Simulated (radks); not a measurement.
The nuclear charge of the zirconium ion Zr+ is varied continuously with 39 electrons held in [Kr] 4d2 5s1. Method: Dirac Kohn-Sham, BLYP, spin-unpolarised, spherical densities, finite nucleus; open shells are shared between the two j in proportion to 2j + 1; Fermi nuclear charge, rms radius 4.2694 fm; computed with a radial shooting solver on a logarithmic mesh with Libxc functionals. By the Hellmann-Feynman theorem dE/dZ = E(electron-nucleus)/Z, the electronic potential at the nucleus (averaged over a nucleus of fixed radius).

Z     E (hartree)  E(electron-nucleus)/Z (hartree)   HOMO  e(HOMO) (eV)  <r> HOMO (bohr)
39.5  -3491.63624                         -213.222  4d5/2        -5.114            2.475
39.6  -3512.99523                         -213.958  4d5/2        -5.977            2.399
39.7  -3534.42777                         -214.693  4d5/2        -6.880            2.331
39.8  -3555.93382                         -215.428  4d5/2        -7.820            2.268
39.9  -3577.51334                         -216.162  4d5/2        -8.795            2.211
40    -3599.16630                         -216.897  4d5/2        -9.805            2.159
40.1  -3620.89269                         -217.631  5s1/2       -10.714            3.368
40.2  -3642.69248                         -218.365  5s1/2       -11.500            3.316
40.3  -3664.56565                         -219.099  5s1/2       -12.304            3.266
40.4  -3686.51220                         -219.832  5s1/2       -13.127            3.218
40.5  -3708.53212                         -220.566  5s1/2       -13.969            3.172
40.6  -3730.62540                         -221.300  5s1/2       -14.827            3.127
40.7  -3752.79204                         -222.033  5s1/2       -15.704            3.084
40.8  -3775.03204                         -222.767  5s1/2       -16.597            3.043
40.9  -3797.34539                         -223.500  5s1/2       -17.508            3.003
41    -3819.73211                         -224.234  5s1/2       -18.434            2.964

The central difference of E at Z = 40 is -216.897 hartree, to compare with the third column; the second derivative is -7.34 hartree.
